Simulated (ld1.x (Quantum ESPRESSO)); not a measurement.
**What the settings do to the TM potential of In (Z = 49)**

Base potential:

ld1.x (Quantum ESPRESSO) 7.5 input, shortened:

```
&input
   title='In', zed=49., rel=1, dft='PBE', iswitch=3,
   config='[Kr] 4d10 5s2 5p0.5'
 /
 &inputp
   pseudotype=2, tm=.true., lloc=1,
   nlcc=.true., rcore=0.55
 /
3
5S  1  0   2.00   0.00  2.00  2.00  0.0
4D  3  2  10.00   0.00  1.10  1.10  0.0
5P  2  1   0.50   0.00  2.40  2.40  0.0
 &test
   configts(1)='4d10 5s2 5p0.5'
 /
```

All-electron outer shells of the reference configuration (PBE, scalar-relativistic, ld1.x):

```tsv
shell	level (eV)	outermost node (bohr)	outermost maximum (bohr)
4p	-81.62	0.42	0.82
4d	-22.11	0.40	0.94
5s	-11.39	1.02	2.13
5p	-5.31	1.14	2.74
```

Cutoffs, loose and tight: the cutoffs (Ry, on a coarse ladder) from which the occupation-weighted sum of valence levels, in a spherical-Bessel basis at the reference potential, stays within 10 and 1 mRy of its value at 400 Ry. They do not see the model core or the augmentation charge, which bear on the density cutoff. Test errors are all-electron minus pseudo excitation energies from the reference, over the configurations 4d10 5s2 5p1; 4d10 5s2 5p0; 4d10 5s1 5p0; 4d10 5s2 5p1.3; 4d10 5s1 5p2; 4d9 5s2 5p2; 4d9 5s2 5p1. A dash means not determined; rows that change the core or the reference have their own tests. The largest error is taken over the tests solved by every variant that gives reliable tests at all: 4d10 5s1 5p2; 4d10 5s2 5p0; 4d10 5s2 5p1; 4d10 5s2 5p1.3.

A true bound ghost makes a file unfit for plane-wave use even where its test errors are small: the radial tests pick states by their node count and pass the ghost by.

| change | outcome | cutoff, loose | cutoff, tight | bound ghosts | largest test error (meV) |
| --- | --- | --- | --- | --- | --- |
| base | generated | 100 Ry | 120 Ry | none | -3.6 |
| wave 5s (bound): rc 2.00 bohr becomes 5s (bound): rc 2.06 bohr | generated | 100 Ry | 120 Ry | none | -3.5 |
| local potential all-electron potential smoothed inside 2.15 bohr (lloc = -1) | generated | 90 Ry | 120 Ry | none | -2.9 |
| reference 4d10 5s2 5p0 | generated | 100 Ry | 120 Ry | none | -441 |
| wave 4d (bound): rc 1.10 bohr becomes 4d (bound): rc 0.90 bohr | generated | 180 Ry | 300 Ry | none | -3.6 |
| functional PBEsol | generated | 100 Ry | 120 Ry | none | -3.4 |
| core correction a·sin(br)/r model core inside 1.20 bohr | generated | 100 Ry | 120 Ry | none | -3.6 |
| wave 5p (bound): rc 2.40 bohr becomes 5p (bound): rc 3.32 bohr | generated | 90 Ry | 120 Ry | s | +4.1 |
| all radii but the core radius scaled by about 1.03 (s 2.06, p 2.48, d 1.14 bohr) | generated | 90 Ry | 140 Ry | none | -3.5 |
